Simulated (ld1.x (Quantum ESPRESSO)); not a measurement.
## sulfur: one change to a TM potential, before and after

* Element: S
* Generator: ld1.x (Quantum ESPRESSO) 7.5
* Type: norm-conserving Troullier–Martins (Kleinman–Bylander form)
* Functional: PBE
* Relativity: non-relativistic
* Frozen core: [Ne]
* Valence charge: 6
* Reference configuration: 3s2 3p4
* Partial waves: 3p (bound): rc 1.55 bohr; 3s (bound): rc 1.45 bohr
* Local potential: the s channel
* Core correction: none

Change: wave 3p (bound): rc 1.55 bohr becomes 3p (bound): rc 2.08 bohr.

Cutoffs: the cutoffs (Ry, on a coarse ladder) from which the occupation-weighted sum of valence levels, in a spherical-Bessel basis at the reference potential, stays within 10 and 1 mRy of its value at 400 Ry; they do not see the model core or the augmentation charge, which bear on the density cutoff. Errors are all-electron minus pseudo energies relative to the spin-unpolarised reference configuration.

Task: What does the change do?

Result: The potential gets neither clearly harder nor softer (40 Ry and 60 Ry → 40 Ry and 60 Ry); of the 7 tests that both files solve, the error grows in 2 and shrinks in 2 by more than 15 % and 0.3 meV (median size 1.7 → 2.6 meV); neither file shows a bound ghost.

| quantity | base | changed |
| --- | --- | --- |
| cutoff, loose | 40 Ry | 40 Ry |
| cutoff, tight | 60 Ry | 60 Ry |
| bound ghosts | none | none |
| error for 3s2 3p3, meV [ΔE 11.78 eV] | +2.7 | +2.6 |
| error for 3s2 3p2, meV [ΔE 34.08 eV] | +19 | +16 |
| error for 3s2 3p1, meV [ΔE 68.13 eV] | +67 | +54 |
| error for 3s1 3p5, meV [ΔE 10.18 eV] | +0.1 | +1.8 |
| error for 3s0 3p6, meV [ΔE 20.48 eV] | -1.7 | +5.5 |
| error for 3s2 3p4.3, meV [ΔE -1.71 eV] | +0.1 | +0.1 |
| error for 3s2 3p3.5, meV [ΔE 4.67 eV] | +0.5 | +0.5 |
